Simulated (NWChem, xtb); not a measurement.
## How methods differ on SiHSF2 (SMILES F[SiH](F)[S])

The species is SiHSF2 (5 atoms), meant as a doublet with charge 0. As SMILES, `F[SiH](F)[S]`. The shape is that of a PBE0-D4/def2-TZVP optimisation.

Quantity: the dipole moment, in D. The values are calculated.

```csv
level,kind,program,value (D)
GFN2-xTB,semi-empirical,xtb,1.53
GFN0-xTB,semi-empirical,xtb,0.92
GFN1-xTB,semi-empirical,xtb,1.21
USVWN5/3-21G,LDA,NWChem,1.33
USVWN5/6-31G,LDA,NWChem,1.71
USVWN5/6-31G* (spherical functions),LDA,NWChem,1.05
USVWN5/6-31G** (spherical functions),LDA,NWChem,1.06
UCAM-B3LYP/3-21G,range-separated hybrid,NWChem,1.38
UCAM-B3LYP/6-31G* (spherical functions),range-separated hybrid,NWChem,1.07
UCAM-B3LYP/6-31G** (spherical functions),range-separated hybrid,NWChem,1.07
```

The values span 0.92 to 1.71 D. Magnitudes only. Sets without polarisation functions give poor dipoles. Without the sets that lack polarisation functions the rows with a basis span only 1.05 to 1.07 D.
